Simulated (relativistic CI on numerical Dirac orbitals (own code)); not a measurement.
Energy levels of Cr9+

These numbers are calculated, not measured: Dirac-Coulomb-Breit CI, orbitals from a KLI potential per configuration, model QED (radiative potential, 1s self-energy scaled to tabulated hydrogen-like ionisation energies), valence Slater integrals scaled by 0.9, P86 correlation estimate, and configurations built on the next ion tied to the tabulated ionisation energy (semi-empirical) (own radial code, finite nucleus).

Configurations in the expansion (outside the closed core [Ne]): 3s2 3p3, 3s2 3p2 3d, 3s2 3p2 4s, 3s2 3p2 4p, 3s2 3p2 4d, 3s2 3p2 5s, 3s2 3p2 4f, 3s 3p4, 3p5, 3s2 3p 3d2, 3s 3p3 3d, 3p3 3d2, 3p4 3d, 3s 3p2 3d2, 3s2 3p 3d 4s, 3s2 3p 3d 4p, 3p4 4s, 3p4 4p, 3s 3p2 3d 4s, 3s 3p3 4s, 3s 3p2 3d 4p, 3s 3p3 4p, 3p3 3d 4s, 3s2 3p 4s2. Levels of other configurations are missing.

The lowest level is 3s2 3p3 4S°_3/2, with 96 % of that term; Hund's rules for 3s2 3p3 give 4S° with J = 3/2, in agreement.

```csv
No.,Configuration,Term,J,E (eV),%,Landé g,Lifetime (s),jj configuration (%)
1,3s2 3p3,4S°,3/2,0.0000,96,1.991,,3p1/2 3p3/2^2 (51)
2,3s2 3p3,2D°,3/2,4.4935,89,0.848,7.42e-02,3p1/2 3p3/2^2 (45)
3,3s2 3p3,2D°,5/2,4.7946,97,1.200,1.70e+00,3p1/2 3p3/2^2 (97)
4,3s2 3p3,2P°,1/2,7.6890,96,0.665,1.13e-02,3p1/2 3p3/2^2 (96)
5,3s2 3p3,2P°,3/2,8.1022,87,1.295,4.66e-03,3p3/2^3 (74)
6,3s 3p4‡,4P,5/2,29.5869,89,1.597,6.91e-10,3s 3p3/2^2 (67)
7,3s 3p4‡,4P,3/2,30.3425,89,1.732,6.53e-10,3s 3p1/2 3p3/2^3 (77)
8,3s 3p4‡,4P,1/2,30.7043,88,2.665,6.27e-10,3s 3p3/2^4 (33)
9,3s 3p4‡,2D,3/2,36.5712,78,0.806,2.97e-10,3s 3p1/2 3p3/2^3 (48)
10,3s 3p4‡,2D,5/2,36.6888,79,1.203,3.19e-10,3s 3p1/2 3p3/2^3 (60)
11,3s 3p4‡,2P,3/2,42.0039,48,1.328,1.13e-10,3s 3p1/2 3p3/2^3 (28)
12,3s 3p4‡,2S,1/2,42.3198,34,1.220,1.08e-10,3s 3p3/2^2 (41)
13,3s 3p4‡,2S,1/2,43.5553,48,1.448,1.27e-10,3s 3p3/2^4 (42)
14,3s2 3p2 3d,4F,3/2,46.5289,95,0.420,1.13e-08,3p1/2^2 3d3/2 (42)
15,3s2 3p2 3d,4F,5/2,46.8114,93,1.044,1.92e-08,3p1/2 3p3/2 3d3/2 (57)
16,3s2 3p2 3d,4F,7/2,47.2303,93,1.245,6.52e-08,3p1/2 3p3/2 3d5/2 (65)
17,3s2 3p2 3d,4F,9/2,47.7744,97,1.331,1.25e-02,3p3/2^2 3d5/2 (55)
18,3s2 3p2 3d,2F,5/2,48.0488,68,1.007,1.43e-08,3p1/2 3p3/2 3d3/2 (63)
19,3s2 3p2 3d,4D,1/2,48.2329,97,0.003,2.95e-09,3p1/2 3p3/2 3d3/2 (78)
20,3s2 3p2 3d,4D,7/2,48.3108,53,1.300,5.34e-08,3p1/2 3p3/2 3d5/2 (61)
21,3s2 3p2 3d,4D,3/2,48.3265,94,1.181,2.94e-09,3p1/2 3p3/2 3d3/2 (39)
22,3s2 3p2 3d,4D,5/2,48.7069,64,1.205,5.00e-09,3p1/2 3p3/2 3d5/2 (49)
23,3s2 3p2 3d,2F,7/2,49.4897,55,1.261,1.69e-05,3p3/2^2 3d5/2 (91)
24,3s2 3p2 3d,2G,7/2,53.5504,97,0.891,7.29e-09,3p1/2 3p3/2 3d3/2 (51)
25,3s2 3p2 3d,2G,9/2,53.7494,97,1.113,9.79e-03,3p1/2 3p3/2 3d5/2 (55)
26,3s2 3p2 3d,2P,3/2,54.0251,52,1.324,1.69e-11,3p1/2 3p3/2 3d5/2 (35)
27,3s2 3p2 3d,2P,1/2,55.0057,54,0.684,1.68e-11,3p3/2^2 3d5/2 (32)
28,3s2 3p2 3d,4P,5/2,55.5489,86,1.590,1.27e-11,3p1/2 3p3/2 3d5/2 (47)
29,3s2 3p2 3d,4P,3/2,55.9125,85,1.710,1.25e-11,3p1/2 3p3/2 3d3/2 (32)
30,3s2 3p2 3d,4P,1/2,56.1165,86,2.641,1.22e-11,3p3/2^2 3d3/2 (45)
31,3s2 3p2 3d,2D,3/2,56.9169,90,0.827,8.81e-11,3p1/2 3p3/2 3d5/2 (32)
32,3s2 3p2 3d,2D,5/2,57.8872,90,1.206,4.76e-11,3p3/2^2 3d5/2 (58)
33,3s2 3p2 3d,2D,5/2,59.7103,85,1.201,1.86e-11,3p1/2 3p3/2 3d5/2 (39)
34,3s2 3p2 3d,2D,3/2,59.7321,81,0.807,1.46e-11,3p1/2 3p3/2 3d3/2 (36)
35,3s2 3p2 3d,2S,1/2,61.6291,58,1.616,1.75e-11,3p1/2 3p3/2 3d5/2 (70)
36,3s2 3p2 3d,2P,1/2,62.1305,65,1.059,1.54e-11,3p1/2 3p3/2 3d3/2 (47)
37,3s2 3p2 3d,2P,3/2,62.5169,91,1.327,1.55e-11,3p3/2^2 3d5/2 (51)
38,3s2 3p2 3d,2F,5/2,62.6910,89,0.887,1.01e-11,3p1/2 3p3/2 3d3/2 (34)
39,3s2 3p2 3d,2F,7/2,62.9604,97,1.142,1.01e-11,3p1/2 3p3/2 3d5/2 (58)
40,3s2 3p2 3d,2D,5/2,65.4066,86,1.172,1.13e-11,3p3/2^2 3d5/2 (55)
41,3s2 3p2 3d,2D,3/2,65.6760,95,0.800,1.15e-11,3p3/2^2 3d3/2 (51)
42,3s 3p3 3d‡,6D°,1/2,67.6469,100,3.334,5.13e-08,3s 3p1/2 3p3/2^2 3d3/2 (53)
43,3s 3p3 3d‡,6D°,3/2,67.6635,100,1.866,5.79e-08,3s 3p1/2 3p3/2^2 3d3/2 (47)
44,3s 3p3 3d‡,6D°,5/2,67.6909,99,1.656,7.98e-08,3s 3p1/2 3p3/2^2 3d3/2 (36)
45,3s 3p3 3d‡,6D°,7/2,67.7304,99,1.587,1.46e-07,3s 3p1/2 3p3/2^2 3d5/2 (33)
46,3s 3p3 3d‡,6D°,9/2,67.7888,99,1.555,2.15e-07,3s 3p1/2 3p3/2^2 3d5/2 (56)
47,3p5‡,2P°,3/2,68.9310,60,1.333,1.40e-10,3p3/2^3 (60)
48,3p5‡,2P°,1/2,70.1019,58,0.665,1.43e-10,3p1/2 3p3/2^4 (58)
49,3s 3p3 3d‡,4D°,5/2,73.3828,91,1.362,2.32e-09,3s 3p3/2 3d5/2 (22)
50,3s 3p3 3d‡,4D°,7/2,73.3934,92,1.426,2.83e-09,3s 3p1/2 3p3/2^2 3d5/2 (59)
51,3s 3p3 3d‡,4D°,3/2,73.4587,91,1.180,2.23e-09,3s 3p1/2 3p3/2^2 3d3/2 (28)
52,3s 3p3 3d‡,4D°,1/2,73.5528,94,0.000,2.34e-09,3s 3p1/2 3p3/2^2 3d5/2 (47)
53,3s 3p3 3d‡,4F°,3/2,74.6456,88,0.420,8.86e-10,3s 3p1/2 3p3/2^2 3d3/2 (48)
54,3s 3p3 3d‡,4F°,5/2,74.8179,87,1.038,9.11e-10,3s 3p1/2 3p3/2^2 3d3/2 (50)
55,3s 3p3 3d‡,4F°,7/2,75.0380,88,1.241,9.36e-10,3s 3p1/2 3p3/2^2 3d3/2 (38)
56,3s 3p3 3d‡,4F°,9/2,75.3212,90,1.333,9.72e-10,3s 3p1/2 3p3/2^2 3d5/2 (64)
57,3s 3p3 3d‡,2S°,1/2,77.8202,84,2.010,4.24e-10,3s 3p1/2 3p3/2^2 3d5/2 (48)
58,3s 3p3 3d‡,4G°,5/2,78.6926,92,0.575,3.12e-10,3s 3p1/2 3p3/2^2 3d3/2 (39)
59,3s 3p3 3d‡,4G°,7/2,78.7577,92,0.988,3.17e-10,3s 3p1/2 3p3/2^2 3d3/2 (41)
60,3s 3p3 3d‡,4G°,9/2,78.8483,92,1.174,3.25e-10,3s 3p1/2 3p3/2^2 3d5/2 (42)
61,3s 3p3 3d‡,4G°,11/2,78.9709,94,1.273,3.39e-10,3s 3p1/2 3p3/2^2 3d5/2 (94)
62,3s 3p3 3d‡,2G°,7/2,81.7334,87,0.894,6.52e-10,3s 3p1/2 3p3/2^2 3d5/2 (36)
63,3s 3p3 3d‡,2G°,9/2,81.7403,87,1.117,6.40e-10,3s 3p1/2 3p3/2^2 3d3/2 (50)
64,3s 3p3 3d‡,4D°,1/2,82.0330,89,0.079,1.59e-10,3s 3p3/2 3d3/2 (37)
65,3s 3p3 3d‡,4D°,3/2,82.1924,66,1.290,1.46e-10,3s 3p3/2 3d3/2 (46)
66,3s 3p3 3d‡,4P°,1/2,82.2649,86,2.581,2.49e-10,3s 3p3/2 3d3/2 (34)
67,3s 3p3 3d‡,4D°,5/2,82.4585,51,1.388,1.22e-10,3s 3p3/2 3d3/2 (33)
68,3s 3p3 3d‡,4P°,3/2,82.4677,67,1.613,1.62e-10,3s 3p3/2 3d5/2 (32)
69,3s 3p3 3d‡,4P°,5/2,82.9635,52,1.496,1.27e-10,3s 3p1/2 3p3/2^2 3d5/2 (74)
70,3s 3p3 3d‡,4D°,7/2,83.2291,89,1.422,1.52e-10,3s 3p1/2 3p3/2^2 3d5/2 (39)
```

Energies count from the lowest computed level; ° marks odd parity; lifetimes are radiative, by E1, M1, E2, M2, E3 decay to levels of this space only. Filled j subshells are mostly left out of the jj labels. ‡ marks configurations that were not tied to measured data.

The mean weight of the leading LS term, summed over parents, in these 70 levels is 82 %, and that of the leading jj configuration (from the same eigenvectors) 50 %, so LS coupling describes them better.

Configurations that consist of the next ion and one excited electron were tied to the tabulated ionisation energy; Rydberg ones are usually within 1,000 to 3,000 cm⁻¹ and the lowest ones within about 6,000 (9,000 in d shells), while levels on excited terms of the next ion carry the error of that term, and the other configurations can be misplaced by 10,000 cm⁻¹ or more. Rates follow the energies as ν³ (E1, M1) or ν⁵ (E2), so rates, branching and lifetimes can be off by large factors.

LS names give the leading component of a level, which can be under half, so a name can repeat, a term be missing and a line seem to break the LS rules.
